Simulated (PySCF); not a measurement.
Debugging a PySCF script (RbIn)

```python
from pyscf import gto, scf, mp

mol = gto.M(
    atom='Rb 0 0 0; In 0 0 3.45',
    basis='def2-svpd',
    ecp={'Rb': 'def2-svpd', 'In': 'def2-svpd'},
    charge=0,
    spin=0,
    verbose=4,
)
mf = scf.UHF(mol)
mf.level_shift = 5.0
mf.kernel()
mp.MP2(mf, frozen=4).kernel()
mf.dip_moment()
print('orbital energies (hartree):', [e[max(0, n-3):n+3].round(4) for e, n in zip(mf.mo_energy, mol.nelec)])
```

```bash
$ OMP_NUM_THREADS=1 python input.py
```

The log, shortened:

```
[earlier lines left out]
cycle= 7 E= -212.929454933943  delta_E= -0.00238  |g|= 0.074  |ddm|= 0.0466
cycle= 8 E= -212.931692082481  delta_E= -0.00224  |g|= 0.0714  |ddm|= 0.044
cycle= 9 E= -212.933969745284  delta_E= -0.00228  |g|= 0.0697  |ddm|= 0.0472
cycle= 10 E= -212.936105115404  delta_E= -0.00214  |g|= 0.0683  |ddm|= 0.0431
[30 cycles left out]
cycle= 41 E= -212.977401836156  delta_E= -0.000627  |g|= 0.0442  |ddm|= 0.0207
cycle= 42 E= -212.977990617274  delta_E= -0.000589  |g|= 0.0434  |ddm|= 0.0198
cycle= 43 E= -212.978549835312  delta_E= -0.000559  |g|= 0.0427  |ddm|= 0.0195
cycle= 44 E= -212.979114792359  delta_E= -0.000565  |g|= 0.0415  |ddm|= 0.021
cycle= 45 E= -212.979650645118  delta_E= -0.000536  |g|= 0.0405  |ddm|= 0.0204
cycle= 46 E= -212.980161747839  delta_E= -0.000511  |g|= 0.0394  |ddm|= 0.02
cycle= 47 E= -212.980652835132  delta_E= -0.000491  |g|= 0.0384  |ddm|= 0.0207
cycle= 48 E= -212.981115519319  delta_E= -0.000463  |g|= 0.0373  |ddm|= 0.0191
cycle= 49 E= -212.981567336667  delta_E= -0.000452  |g|= 0.0362  |ddm|= 0.0195
cycle= 50 E= -212.982004405522  delta_E= -0.000437  |g|= 0.0351  |ddm|= 0.0195
SCF not converged.
SCF energy = -212.982004405522 after 50 cycles  <S^2> = 0.028458432  2S+1 = 1.0553832

******** <class 'pyscf.mp.ump2.UMP2'> ********
nocc = (np.int64(11), np.int64(11)), nmo = (55, 55)
frozen orbitals 4
Init E(MP2) = -0.130737164383298
cycle = 1  E_corr(MP2) = -0.131706435826901  dE = -0.000969271444  norm(t2) = 0.00912356
cycle = 2  E_corr(MP2) = -0.131757638314388  dE = -5.12024875e-05  norm(t2) = 0.000514038
cycle = 3  E_corr(MP2) = -0.131759712160628  dE = -2.07384624e-06  norm(t2) = 3.93778e-05
cycle = 4  E_corr(MP2) = -0.131759711219409  dE = 9.41218686e-10  norm(t2) = 1.44008e-06
E(UMP2) = -213.113764116741  E_corr = -0.131759711219409
E(SCS-UMP2) = -213.111433772813  E_corr = -0.129429367291118
E_corr(same-spin) = -0.0330949455832763
E_corr(oppo-spin) = -0.0986647656361326
Dipole moment(X, Y, Z, Debye): -0.00000,  0.00000,  0.48407
orbital energies (hartree): [array([-0.7963, -0.3987, -0.1573,  5.0005,  5.006 ,  5.006 ]), array([-0.7954, -0.3792, -0.1298,  5.0042,  5.0042,  5.0077])]
```

Which setting is at fault, why, and what does a mended input give?

The level shift (hartree) (5): a shift this large makes the steps tiny. With this edit
```diff
- mf.level_shift = 5.0
```
the run finishes: E(SCF) = -212.987820 Eh, 12 cycles, E(MP2) − E(SCF) = -0.13036 Eh, μz(SCF) = -5.75 D.

The bond length is a typed value, not an optimised one. No search for the lowest solution was made.
